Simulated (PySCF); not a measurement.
# Spin-rotation constants: `[SeH2]`, H₂Se

Molfile (atoms numbered from 1):
```
H2Se
     RDKit          3D

  3  2  0  0  0  0  0  0  0  0999 V2000
   -0.0082    0.6853   -0.0347 Se  0  0  0  0  0  2  0  0  0  0  0  0
   -1.0596   -0.3414   -0.0423 H   0  0  0  0  0  0  0  0  0  0  0  0
    1.0415   -0.3433   -0.0324 H   0  0  0  0  0  0  0  0  0  0  0  0
  1  2  1  0
  1  3  1  0
M  END
```

Level of theory: PySCF, GIAO B3LYP/ANO-RCC-VDZP magnetisability, rotational g tensor and spin-rotation constants, non-relativistic, gas phase. Geometry: PBE0-D3(BJ)/def2-SVP.

The calculation is non-relativistic, which matters for the atoms heavier than Zn.

Question: Give the nuclear spin-rotation constants along the inertial axes (H = +C I·J) beside the isotropic shieldings.

Answer: Rotational constants 243.4229, 227.1833, 117.5115 GHz. A star marks the isotopologue with that one atom substituted, in its own axes.
```csv
atom,isotope,Caa (kHz),Cbb (kHz),Ccc (kHz),mean (kHz),σ (ppm)
H2,1H,-15.129,-11.628,-14.078,-13.612,30.7
H3,1H,-15.127,-11.630,-14.078,-13.611,30.7
Se1,77Se*,125.606,324.679,122.843,191.043,2237.5
```
For the geometry as given, no vibrational averaging.
